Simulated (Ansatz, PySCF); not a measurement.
Energy difference R1 → P1, each structure at its B3LYP-D3(BJ)/def2-TZVP stationary point, reached from a drawn start; harmonic modes at that level show minima.
R1, C3H4 (SMILES C#CC) (charge 0, multiplicity 1):
```xyz
7

C     -0.938    -0.092    -0.125
C      0.497     0.049     0.066
C      1.680     0.165     0.224
H     -1.166    -0.966    -0.739
H     -1.353     0.787    -0.622
H     -1.449    -0.210     0.833
H      2.728     0.267     0.363
```
P1, C3H4 (SMILES C=C=C) (charge 0, multiplicity 1):
| atom | x (Å) | y (Å) | z (Å) |
|---|---|---|---|
| C | 1.3001 | 0.0085 | -0.0004 |
| C | 0.0000 | 0.0000 | 0.0000 |
| C | -1.3001 | -0.0085 | 0.0004 |
| H | 1.8673 | -0.6545 | -0.6436 |
| H | 1.8590 | 0.6787 | 0.6426 |
| H | -1.8675 | 0.6310 | -0.6661 |
| H | -1.8587 | -0.6552 | 0.6672 |

P less R. No zero-point or thermal terms.

Cores are frozen in the correlated methods.

Programs: Ansatz (a program for electronic structure) with Gaussian orbitals; PySCF for the D3/D4 terms. No computed number here is a measurement.

One of these levels gives -2.51 kcal/mol for the reaction energy. Which?
A. BHLYP/def2-TZVPP
B. r2SCAN/def2-TZVPP
C. PBE-D3(BJ)/def2-TZVPP
D. B2PLYP/def2-TZVPP

B, r2SCAN/def2-TZVPP. The others give -3.22 (PBE-D3(BJ)/def2-TZVPP), -0.55 (BHLYP/def2-TZVPP), 0.68 (B2PLYP/def2-TZVPP)
